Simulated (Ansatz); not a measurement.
Frontier orbitals of BFH2OSiZn, SMILES `F[B]1O[SiH2][Zn]1`.

Cartesian coordinates in Å:
```
F -0.172 0.301 2.719
B 0.172 0.398 1.453
O -0.448 -0.320 0.488
Si -0.024 -0.220 -1.185
Zn 1.443 1.297 0.002
H -1.281 0.159 -1.887
H 0.310 -1.614 -1.590
```

The species carries charge 0 and has multiplicity 1. For Zn the d shell is correlated and the shells below it are frozen. Scalar relativity is left out up to krypton. The structure was optimised at the PBE0-D4/def2-TZVP level. Basis def2-TZVPP, Ansatz 0.2.0.

```json
{"functional": "PBE", "HOMO (eV)": "-5.21", "LUMO (eV)": "-3.03", "gap (eV)": "2.18"}
{"functional": "r2SCAN", "HOMO (eV)": "-5.39", "LUMO (eV)": "-2.87", "gap (eV)": "2.52"}
{"functional": "PBE0", "HOMO (eV)": "-6.15", "LUMO (eV)": "-2.34", "gap (eV)": "3.81"}
{"functional": "B3LYP", "HOMO (eV)": "-5.99", "LUMO (eV)": "-2.61", "gap (eV)": "3.38"}
{"functional": "r2SCAN0", "HOMO (eV)": "-6.27", "LUMO (eV)": "-2.23", "gap (eV)": "4.04"}
{"functional": "ωB97M-V", "HOMO (eV)": "-8.10", "LUMO (eV)": "-0.72", "gap (eV)": "7.38"}
{"functional": "HF", "HOMO (eV)": "-8.25", "LUMO (eV)": "0.10", "gap (eV)": "8.35"}
```

Against PBE, PBE0 changes HOMO and LUMO by −0.94 and +0.69 eV, ωB97M-V by −2.89 and +2.31 eV. A gap of 2.18 eV thus becomes 7.38 eV for the same molecule, so an orbital gap means little without its functional.

B3LYP here is the variant with VWN-RPA as its local correlation; programs differ in this.
